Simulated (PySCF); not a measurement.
A structure optimised at PBE-D3(BJ)/def2-SVP, used in a PySCF frequency run:

```xyz
4

B      0.0000     0.0000     0.0000
Br     1.9115     0.0000     0.0000
Br    -0.9558    -1.6554     0.0000
Br    -0.9558     1.6554     0.0000
```

Question: Write its SMILES, formula and point group.

Answer: BrB(Br)Br, BBr3, D3h

Question: What are its rotational constants (standard atomic weights)?

Answer: 1.1540, 1.1540, 0.57699 GHz
